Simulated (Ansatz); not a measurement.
CH7AlOSi (`O[CH]([AlH2])[SiH3]`), relaxed with RKS PBE0-D4/def2-TZVP in the Gaussian-basis code of Ansatz from a PBE-D4/def2-SVP geometry. The force threshold is 0.005 eV/Å; the program also tests the step.

Total charge 0; spin multiplicity 1.

Start:

```xyz
11

O    -1.254   -0.050    1.325
C    -0.527    0.395    0.163
Al    1.320    1.046    0.491
Si   -0.399   -1.119   -0.993
H    -1.055    0.557    2.061
H    -1.099    1.158   -0.432
H     2.279    1.482   -0.715
H     1.793    1.125    2.024
H    -1.737   -1.787   -1.160
H     0.116   -0.671   -2.336
H     0.563   -2.135   -0.430
```

| step | energy (eV) | largest force (eV/Å) | largest move (Å) |
| --- | --- | --- | --- |
| 1 | -17663.2656 | 0.667 | 0.000 |
| 2 | -17663.2972 | 0.194 | 0.031 |
| 3 | -17663.3015 | 0.038 | 0.029 |
| 4 | -17663.3021 | 0.127 | 0.034 |
| 5 | -17663.3036 | 0.049 | 0.029 |
| 6 | -17663.3042 | 0.235 | 0.070 |
| 7 | -17663.3050 | 0.092 | 0.011 |
| 8 | -17663.3053 | 0.012 | 0.008 |
| 9 | -17663.3055 | 0.016 | 0.023 |
| 10 | -17663.3055 | 0.011 | 0.016 |
| 11 | -17663.3056 | 0.007 | 0.009 |
| 12 | -17663.3056 | 0.007 | 0.015 |
| 13 | -17663.3057 | 0.007 | 0.014 |
| 14 | -17663.3057 | 0.004 | 0.005 |

End:

```xyz
11

O    -1.247    0.002    1.300
C    -0.505    0.381    0.129
Al    1.296    1.078    0.490
Si   -0.424   -1.128   -0.996
H    -0.864    0.423    2.073
H    -1.058    1.151   -0.440
H     2.300    1.481   -0.668
H     1.658    1.222    2.034
H    -1.763   -1.748   -1.171
H     0.108   -0.709   -2.323
H     0.498   -2.153   -0.427
```

Run time 40 s (2 threads of an Intel Xeon 6975P-C on a shared host); peak host memory 0.45 GiB.
